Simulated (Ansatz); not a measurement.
Consider the ligand exchange at a Zr–O bond: `[OH][Zr]([F])([F])[F]` + H₂Se → `[F][Zr]([F])([F])[SeH]` + H₂O.

Calculated with Ansatz (gas phase, PBE0-D4/def2-TZVP geometries, no zero-point term in ΔE). CCSD(T)/CBS adds triple-zeta CCSD(T) − MP2 to the extrapolated MP2 energy (def2 sets, frozen cores). This one scheme is used for every species. DFT in def2-TZVPP. HSE06 is defined as in plane-wave codes. Elements past krypton have def2 core potentials. For Se, Zr outer-core shells are correlated without core-valence functions, which leaves a few kJ/mol of doubt a bond. Scalar relativity is left out up to krypton. Each species was taken in one conformer, which may not be the lowest.

`[OH][Zr]([F])([F])[F]`:

Cartesian coordinates in Å:
```
O 0.882 -0.771 0.820
Zr -0.287 0.252 -0.272
F -1.395 1.350 0.819
F 0.728 1.358 -1.443
F -1.385 -0.909 -1.306
H 1.456 -1.281 1.383
```

H₂Se:

Z-matrix (Å, degrees):
```
Se
H 1 1.467
H 1 1.467 2 91.2
```

`[F][Zr]([F])([F])[SeH]`:

Z-matrix (Å, degrees):
```
Zr
F 1 1.887
F 1 1.891 2 111.5
F 1 1.891 2 111.5 3 120.0
Se 1 2.579 2 106.8 3 -120.0
H 5 1.474 1 87.8 2 179.8
```

H₂O:

```xyz
3

O     0.017   -0.063    0.384
H    -0.544    0.562   -0.081
H     0.526   -0.499   -0.303
```

Is it downhill or uphill in electronic energy at CCSD(T)/CBS, and by how much? (An estimate is asked.)

Computed: Uphill: ΔE = +0.37 eV.

What do these levels give: B97M-V, BHLYP-D4, ωB97M-V, PBE0, HSE06, CAM-B3LYP, MP2/def2-SVP, CCSD/def2-SVP, MP2/def2-TZVPP, HF/def2-QZVPP, SCS-MP2/def2-QZVPP, MP2/CBS(def2)? (An estimate is asked.)

The calculation gave: B97M-V 0.44, BHLYP-D4 0.43, ωB97M-V 0.45, PBE0 0.37, HSE06 0.36, CAM-B3LYP 0.56, MP2/def2-SVP 0.66, CCSD/def2-SVP 0.71, MP2/def2-TZVPP 0.36, HF/def2-QZVPP 0.50, SCS-MP2/def2-QZVPP 0.41, MP2/CBS(def2) 0.34 eV.

Largest T1 diagnostic among the species: 0.017.

The D4 term adds −0.04 eV with B3LYP and −0.02 eV with PBE0; it sums over pairs of atoms, weighted by their polarisabilities, and B3LYP, whose exchange is more repulsive, gets the larger term. In def2-TZVPP, CCSD(T) changes the Hartree–Fock value by −0.12 eV (the triples alone add −0.04 eV) and MP2 by −0.15 eV.

B3LYP here is the variant with VWN-RPA as its local correlation; programs differ in this.
